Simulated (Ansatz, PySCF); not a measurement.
Species: GaI, charge 0, multiplicity 1. SMILES: [Ga][I]
Geometry from a B3LYP-D3(BJ)/def2-TZVP (Ansatz, an electronic-structure program) optimisation:
```xyz
2

Ga     0.0000     0.0000    -1.6517
I      0.0000     0.0000     0.9661
```
Charge 0, spin multiplicity 1.

Property: vertical triplet-singlet gap, E(triplet) - E(singlet), in eV. Terms: def2 sets with scalar-relativistic core potentials past Kr; STO-3G and 3-21G all-electron and non-relativistic; valence correlation only (noble-gas shells and the d and f shells of earlier blocks); spin-orbit terms left out; UHF or UKS for open shells; each state is the SCF solution reached for its charge and spin; LANL2DZ with its own core potentials from Na on. Ab initio and DFT rows: single points at B3LYP-D3(BJ) geometries (Ansatz). Levels can end on unlike triplets.

| level | program | vertical triplet-singlet gap, E(triplet) - E(singlet) (eV) |
|---|---|---|
| HF/LANL2DZ | Ansatz | 2.31 |
| PBE/LANL2DZ | Ansatz | 2.89 |
| B3LYP/3-21G | Ansatz | 3.12 |
| B3LYP/LANL2DZ | Ansatz | 2.97 |
| M06-2X/LANL2DZ | PySCF | 3.22 |
| MP2/LANL2DZ | Ansatz | 2.66 |
| PBE/def2-TZVPD | Ansatz | 3.13 |
| M06-2X/def2-TZVPD | PySCF | 2.98 |
| wB97M-V/def2-TZVPD | Ansatz | 3.20 |

No value to compare with is used here. The 6 habitual levels span 2.31 (HF/LANL2DZ) to 3.22 eV (M06-2X/LANL2DZ); wB97M-V/def2-TZVPD gives 3.20.

The levels are drawn from those run, B3LYP/6-31G* more often than the rest, none by its result; left out are runs that failed, that the program found above a lower state of the same kind, or whose <S^2> lies over 0.5 above the pure value.
